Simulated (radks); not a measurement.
Values are calculated unless marked as measured or tabulated.
Fractional charge and spin in the 6s shell of lanthanum: the spin-up occupation runs from 0 to 1 and the spin-down occupation from 0 to 1; the fullest corner is La, [Xe] 5d(up 0.5, down 0.5) 6s(up 1, down 1). Code: a radial shooting solver on a logarithmic mesh with Libxc functionals. Model: scalar-relativistic Kohn-Sham, PBE, spin-polarised, spherical densities, point nucleus. Energy (eV) above the fullest corner. The planes named below are the two flat planes that join the four corners, with an edge along up + down = one added electron.

\begin{tabular}{lrrrrr}
down \ up & 0 & 0.25 & 0.5 & 0.75 & 1 \\ \hline
0 & 16.854 & 13.630 & 10.719 & 8.112 & 5.803 \\
0.25 & 13.630 & 10.762 & 8.196 & 5.925 & 3.943 \\
0.5 & 10.719 & 8.196 & 5.966 & 4.023 & 2.361 \\
0.75 & 8.112 & 5.925 & 4.023 & 2.400 & 1.049 \\
1 & 5.803 & 3.943 & 2.361 & 1.049 & 0.000 \\
\end{tabular}

Corners above the fullest one (they belong to La+ and the next ion): (up 1, down 0) 5.803 eV, (up 0, down 1) 5.803 eV, (up 0, down 0) 16.854 eV. With half an added electron in each spin the energy lies 0.163 eV from the planes, and with half an added electron in spin up alone -0.609 eV. The planes are only a guide here: the flat-plane condition holds for ground states with one frontier orbital, while this shell lies below other occupied shells, so the corners above the fullest one are inner-hole states and not the ground states of those ions.
